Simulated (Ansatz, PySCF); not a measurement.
Process, species as SMILES: [CH3][GeH2][CH3] [dimethylgermane] -> [CH3][GeH-][CH3] + H+
Each molecule is optimised on its own at B3LYP-D3(BJ)/def2-TZVP (Ansatz, a program for electronic structure).

Wanted: gas-phase deprotonation energy (enthalpy at 298 K, with B3LYP-D3(BJ) rigid-rotor harmonic-oscillator terms from PySCF), in eV. Correlated levels leave the core frozen unless marked. No spin-orbit coupling. Frozen are the shells of the preceding noble gas and the d and f shells that filled before the atom's block. No relativistic terms. Anions need diffuse functions: aug- sets have them; def2-D sets add few; the other sets have none. CBS marks a two-point X^-3 extrapolation of the correlation energy; Hartree-Fock from the larger set.

| level | program | gas-phase deprotonation energy (eV) |
|---|---|---|
| HF/6-31G | Ansatz | 16.31 |

Q: What does CCSD(T)/CBS(aug-cc-pVTZ,aug-cc-pVQZ) (Ansatz) give?

A: 16.08 eV
